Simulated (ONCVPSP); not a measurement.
## Building the ONCV potential for tantalum (Ta) (PBE, fully relativistic).

| Quantity | Value |
| --- | --- |
| Element | Ta |
| Generator | ONCVPSP 4.0.1 |
| Type | optimised norm-conserving Vanderbilt (ONCV) |
| Functional | PBE |
| Relativity | fully relativistic |
| Frozen core | [Kr] 4d10 4f14 |
| Valence charge | 13 |
| Reference configuration | 5s2 5p6 5d3 6s2 |
| Partial waves | 5s+6s: rc 1.70 bohr, ncon 3, nbas 6, qcut 7.5 1/bohr, 2 projectors; 5p: rc 1.65 bohr, ncon 3, nbas 6, qcut 7.7 1/bohr, 2 projectors, debl 3.2 Ha; 5d: rc 1.65 bohr, ncon 5, nbas 8, qcut 6.8 1/bohr, local |
| Local potential | the d channel |
| Core correction | Teter function, fcfact 5.25, rcfact 1.2 |

Open shells are filled in proportion to 2j + 1.

Poles of the logarithmic derivatives, all-electron (AE) and pseudo (PS). s: poles at -2.2 (AE) and -2.2 (PS) Ha. p3/2: poles at -0.2 (AE) and -0.2 (PS) Ha. p1/2: poles at -0.8 (AE) and -0.8 (PS) Ha. d5/2: poles at 2.2 (AE) and 2.1 (PS) Ha. d3/2: poles at 2.0 (AE) and 2.1 (PS) Ha. Test radii: s 1.73, p3/2 1.67, p1/2 1.67, d5/2 1.67, d3/2 1.67 bohr.

* Cutoffs needed: 20 Ha and 25 Ha (the cutoffs (Ha) at which the residual kinetic energy of the hardest occupied pseudo-wave falls to 1 and 0.1 mHa per electron)
* Ghost test: no bound ghost flagged; no localised positive-energy state flagged
* Largest excitation error: +22 meV (all-electron minus pseudo) for 5s2 5p6 5d2 6s0, out of 4 test configurations
* rms error of d²Exc/dni dnj: 8.92 mHa without and 4.50 mHa with the model core
